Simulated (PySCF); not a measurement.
Gas-phase reaction: Ge3H8 + GeCl4 ⇌ 4 GeHCl + 2 H2

Method: PySCF energies plus ideal-gas RRHO corrections (1 bar). † marks an energy on the PBE0/def2-TZVP geometry and frequencies. CCSD(T) freezes the core. All species are closed-shell singlets. B3LYP is the form with VWN-RPA correlation. Ge: all electrons, no relativistic terms. GeHCl: computed as isolated molecules; such fragments, hydroxides, amides, oligomers or adducts are transient or little studied in the gas. CCSD(T) isn't extrapolated to the basis-set limit.

LDA/def2-TZVP† gives ΔH°(298 K) = 621 kJ.

**Question.** What do BLYP/def2-TZVP†, B3LYP/def2-TZVP†, CCSD(T)/def2-SVP† give?

**Answer.** BLYP/def2-TZVP†: 320 kJ; B3LYP/def2-TZVP†: 397 kJ; CCSD(T)/def2-SVP†: 535 kJ. For scale, ΔH°(298 K) is 621 kJ at this level, 485 kJ at ωB97M-V/def2-TZVP†, and runs from 320 to 621 kJ over the 18 levels computed.
